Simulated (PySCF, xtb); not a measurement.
CH₂F, SMILES F[CH2] (connectivity only; charge and spin as stated), charge +1, multiplicity 1.

GFN2-xTB in xtb at its own geometry gives an orbital gap of 2.63 eV.

Coordinates come from a B3LYP-D3(BJ)/def2-TZVPD optimisation. The multiplicity is an assumed one; other spin states were not compared. The isomer is the one that the SMILES or the coordinates give; other isomers of the formula were not compared.

**Question.** What does PBE0/def2-TZVPD (PySCF) give? (An estimate is asked for; the answer gives what the named calculation found.)

**Answer.** gap 8.03 eV (levels -19.91 and -11.88 eV).
